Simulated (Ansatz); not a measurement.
Consider the redistribution: `C[SiH](F)[SiH2]Cl` + `O=C=NBF` → `C[SiH](F)N=C=O` + `FB[SiH2]Cl`.

Computed with Ansatz on PBE0-D4/def2-TZVP structures; ΔE is electronic, products minus reactants. CCSD(T)/CBS adds triple-zeta CCSD(T) − MP2 to the extrapolated MP2 energy (def2 sets, frozen cores). This one scheme is used for every species. Each species was taken in one conformer, which may not be the lowest.

`C[SiH](F)[SiH2]Cl`:

Z-matrix (Å, degrees):
```
C
Si 1 1.856
H 1 1.093 2 109.7
H 1 1.093 2 110.7 3 -119.5
H 1 1.092 2 111.3 3 119.7
F 2 1.610 1 109.5 3 -179.0
Si 2 2.348 1 111.3 3 -59.1
H 2 1.487 1 110.9 3 62.8
Cl 7 2.071 2 105.5 1 57.9
H 7 1.485 2 113.7 1 175.8
H 7 1.486 2 113.0 1 -59.4
```

`O=C=NBF`:

Cartesian coordinates in Å:
```
O -1.680 1.960 -0.263
C -0.999 1.025 -0.293
N -0.334 0.028 -0.404
B 0.700 -0.741 0.184
F 1.069 -1.852 -0.421
H 1.244 -0.420 1.197
```

`C[SiH](F)N=C=O`:

Cartesian coordinates in Å:
```
C 1.185 -0.975 -0.512
Si -0.193 -0.390 0.560
F -1.414 -1.413 0.466
N -0.742 1.128 0.015
C -1.405 2.117 -0.089
O -2.022 3.094 -0.222
H 0.859 -1.051 -1.552
H 1.536 -1.958 -0.188
H 2.025 -0.278 -0.467
H 0.172 -0.273 1.988
```

`FB[SiH2]Cl`:

Cartesian coordinates in Å:
```
F -0.767 -1.701 -1.111
B -0.027 -1.225 -0.132
Si 0.106 0.778 0.198
Cl -1.015 1.851 -1.155
H 0.559 -2.027 0.547
H -0.376 1.102 1.566
H 1.521 1.221 0.088
```

```csv
species,SCS-MP2/def2-TZVPP energy (Eh)
`C[SiH](F)[SiH2]Cl`,-1179.25080
`O=C=NBF`,-292.99795
`C[SiH](F)N=C=O`,-597.12097
`FB[SiH2]Cl`,-875.11876
```

Question: Work out ΔE.

Answer: ΔE = (-597.12097) + (-875.11876) − (-1179.25080) − (-292.99795) = 0.00902 Eh = +23.7 kJ/mol. CCSD(T)/CBS gives +26.5 kJ/mol.

Question: What do rigid-rotor, harmonic-oscillator terms from PBE0-D4/def2-TZVP frequencies (298.15 K, 1 bar) make of the CCSD(T)/CBS value? (An estimate is asked.)

Answer: Computed: ΔZPE = -1.4 kJ/mol, ΔH = +25.2 kJ/mol, ΔS = 13 J/(mol·K), ΔG = +21.3 kJ/mol. Modes under 50 cm⁻¹ make the entropy rough.

Largest T1 diagnostic among the species: 0.016.

From PBE to PBE0 (25 % exact exchange), in def2-TZVPP and without D4, ΔE moves by −4.7 kJ/mol. In def2-TZVPP, CCSD(T) changes the Hartree–Fock value by +8.6 kJ/mol (the triples alone add +2.4 kJ/mol) and MP2 by +8.5 kJ/mol. Leaving LDA and LC-ωPBE aside and taking each functional with its dispersion term where it has one, the values, not all of them listed here, spread over 14.3 kJ/mol, from ωB97M-V to PBE-D4.
